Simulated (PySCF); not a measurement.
# Calcium: a sound run and one with changed settings

Sound run: Ca⁺ [Ar] 4s1, Ca²⁺ [Ar]. Calculation: PySCF 2.14, in x2c-SVPall (5s3p2d, 24 functions); the spin-free X2C one-electron Hamiltonian (Gaussian nucleus). The sound run starts from symmetry-adapted Hartree-Fock orbitals and uses a fine grid where one is needed.

A second run was set up differently.

```tsv
species	method	sound run (hartree)	changed run (hartree)	converged
Ca⁺	UHF	-679.33084	-679.33084	yes
Ca⁺	r2SCAN	-680.07958	-677.98489	yes
Ca⁺	M06-2X	-680.13311	-679.58375	yes
Ca²⁺	UHF	-678.91527	-678.91527	yes
Ca²⁺	r2SCAN	-679.65093	-677.60743	yes
Ca²⁺	M06-2X	-679.70044	-679.17220	yes
```

Ionisation energy of Ca⁺:

```tsv
method	sound run (eV)	changed run (eV)
UHF	11.308	11.308
r2SCAN	11.664	10.271
M06-2X	11.773	11.199
```

Q: What was changed?
A. radial grid too coarse
B. too few SCF iterations
C. a valence shell is frozen
D. level shift left on

A: A. It used radial step 1.2 in ln r (0.13 in the sound run). A coarse radial grid mis-integrates the density and the exchange-correlation energy, with errors of either sign; Hartree-Fock needs no grid.
